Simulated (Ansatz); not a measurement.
A search over several starts for the lowest SCF solution of Ge2Te3⁻ at the given spin, in a small basis.

```yaml
crystal:
  periodic: [false, false, false]
  atoms:
    - {symbol: Ge, position_ang: [0.782078, -1.177407, 0.566609]}
    - {symbol: Ge, position_ang: [0.253313, 1.694446, -1.566829]}
    - {symbol: Te, position_ang: [-0.959025, -0.663581, -1.517001]}
    - {symbol: Te, position_ang: [1.437490, 1.562044, 0.719909]}
    - {symbol: Te, position_ang: [-1.513866, -1.415492, 1.797321]}
basis:
  gaussian: {orbitals: def2-SVP, initial_orbitals: start.molden}
total_charge: -1
magnetization: {spin_polarized: true, initial_magnetization: 1}
hamiltonian: {xc: pbe0, dispersion: d4}
output: {orbitals: {seedname: orbitals}}
```

The file start.molden holds the orbitals of an earlier run on this structure, at another level or in another basis.

```sh
$ ansatz run in.yaml --threads 4 --pin off --events-out ev --progress --plain --max-ram 4787MiB
```

Shortened log:

```
Functional definition: PBE0
1631 factors; integrals over basis functions are off by at most 2.6e-4 eV
mean field evaluation 1: about -134893.9376 eV, gradient 2.1e1 eV
mean field evaluation 2: about -134894.3190 eV, gradient 6.8e-1 eV
mean field evaluation 4: about -134894.3640 eV, gradient 1.4e-1 eV
mean field evaluation 8: about -134894.3642 eV, gradient 1.2e-5 eV
mean field evaluation 16: about -134894.3634 eV, gradient 2.2e-1 eV
mean field evaluation 32: about -134894.3642 eV, gradient 6.0e-5 eV
mean field -134894.36416244 eV, -4957.2764482857 hartree, gradient 1.2e-5 eV, S^2 0.758118; 5 other end points of the search recorded, 0 dependent functions left out
reference -134894.36418827 eV, -4957.2764492349 hartree; 69, 68 occupied and 73, 74 virtual orbitals, 1631 factors
Total energy: -134894.76278602 eV, -4957.2910974320 hartree
```

Hardware: 4 threads of Arm Neoverse V1 on a shared host. Wall time 16 s, peak host memory 0.82 GiB.

In the def2 sets Te takes a core potential; there is no spin–orbit coupling. Another isomer (doublet) lies 0.70 eV lower at PBE0-D4/def2-TZVPD; other spin states weren't run for this one.
